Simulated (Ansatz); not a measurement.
Consider the ligand exchange at the Si–F bond: `C=C[Si](N)(N)F` + HBr → `C=C[Si](N)(N)Br` + H–F.

Isolated molecules relaxed with PBE0-D4/def2-TZVP in Ansatz; ΔE leaves out vibrations. CBS: MP2 limit from def2 TZ/QZ plus the TZ coupled-cluster correction, frozen cores. This one scheme is used for every species. DFT in def2-TZVPP. B3LYP here is the variant with VWN-RPA as its local correlation; programs differ in this. For Br outer-core shells are correlated without core-valence functions, which leaves a few kJ/mol of doubt a bond. Scalar relativity is left out up to krypton. Each species was taken in one conformer, which may not be the lowest.

```tsv
level	ΔE (kJ/mol)
B3LYP-D4	54.4
PBE0	48.7
B3LYP	65.3
CCSD(T)/def2-TZVPP	53.3
```

Problem. What does CCSD(T)/CBS give? (An estimate is asked.)

Solution. The calculation gave: +46.2 kJ/mol. The listed levels differ from it by 8.2, 2.5, 19.1, 7.1 kJ/mol.

Largest T1 diagnostic among the species: 0.011.

The D4 term adds −10.9 kJ/mol with B3LYP and −5.9 kJ/mol with PBE0; it sums over pairs of atoms, weighted by their polarisabilities, and B3LYP, whose exchange is more repulsive, gets the larger term. In def2-TZVPP, CCSD(T) changes the Hartree–Fock value by −18.7 kJ/mol (the triples alone add −3.9 kJ/mol) and MP2 by −28.9 kJ/mol.
